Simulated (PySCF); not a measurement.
PySCF job for Zn(Et) (C2H5Zn), SMILES C[CH2][Zn+], charge +1, PBE0/pcSseg-1. Geometry: PBE0-D3(BJ)/def2-SVP. The multiplicity is an assumed one; other spin states were not compared. The isomer is the one that the SMILES or the coordinates give; other isomers of the formula were not compared.

```python
import numpy as np
from pyscf import gto, scf, dft
from pyscf.prop.nmr import rks as nmr

mol = gto.M(
    atom='''
    Zn   -0.07873322    0.90242214   -0.00000000
    C     0.67021515   -0.98236826   -0.00000000
    C    -0.39074237   -2.03956398    0.00000000
    H     1.29363632   -0.93538539    0.90649687
    H     1.29363633   -0.93538539   -0.90649686
    H    -1.02273888   -2.02982457   -0.89829957
    H    -1.02273888   -2.02982457    0.89829956
    H     0.14336497   -3.01065101    0.00000000
    ''',
    basis='pcSseg-1',
    charge=1,
    spin=0,
    max_memory=1600,
    verbose=3,
)
mf = dft.RKS(mol, xc='pbe0')
mf.grids.level = 3
mf.conv_tol = 1e-10
mf.max_cycle = 100
mf.kernel()
n = nmr.NMR(mf)
n.verbose = 2
n.max_cycle_cphf = 60
sigma = n.kernel()
print('atom   isotropic/ppm   span/ppm')
for i, s in enumerate(sigma):
    w = np.linalg.eigvalsh((s + s.T) / 2)
    print(f'{mol.atom_symbol(i):2s}{i + 1:3d} {w.mean():14.3f} {w[2] - w[0]:11.3f}')
```

It prints:

```
converged SCF energy = -1857.75922589936
atom   isotropic/ppm   span/ppm
Zn  1       2378.092     192.104
C   2        102.742     149.545
C   3        158.189      44.563
H   4         26.161      10.128
H   5         26.161      10.128
H   6         28.542       9.586
H   7         28.542       9.586
H   8         28.560      12.643
```

The run converged.
